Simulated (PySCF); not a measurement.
SMILES C[S][Zn][CH3] (C2H6SZn), B3LYP/def2-SVP optimised geometry.

```
10

Zn     0.08     0.59     0.00
C     -1.87     0.62    -0.04
H     -2.24     1.64    -0.26
H     -2.29     0.32     0.94
H     -2.26    -0.06    -0.81
S      2.29     0.59     0.00
C      2.65    -0.64     1.33
H      2.27    -0.31     2.31
H      3.75    -0.71     1.40
H      2.26    -1.64     1.10
```

Density from B3LYP/def2-TZVP in PySCF at that geometry.

Minimum of the electron density along straight lines between bonded atoms, close to the bond critical point (lines longer than 1.1 times the sum of covalent radii, or with two minima, are not listed):

```
bond    length / Å  ρ at the minimum / e bohr⁻³  ∇²ρ there / e bohr⁻⁵  position (fraction from the first atom)
------  ----------  ---------------------------  --------------------  ---------------------------------------
Zn1–C2       1.953                            …                  0.22                                     0.49
C2–H3        1.102                        0.267                 -0.87                                     0.64
C2–H4        1.102                        0.267                 -0.87                                     0.64
C2–H5        1.102                        0.267                 -0.87                                     0.64
Zn1–S6       2.204                            …                  0.18                                     0.45
S6–C7        1.847                            …                 -0.24                                     0.53
C7–H8        1.100                        0.276                 -0.94                                     0.64
C7–H9        1.100                        0.276                 -0.94                                     0.65
C7–H10       1.100                        0.276                 -0.94                                     0.64
```

**Question.** Fill in the missing entries.

**Answer.** 
- Zn1–C2, ρ at the minimum / e bohr⁻³: 0.112
- Zn1–S6, ρ at the minimum / e bohr⁻³: 0.091
- S6–C7, ρ at the minimum / e bohr⁻³: 0.168
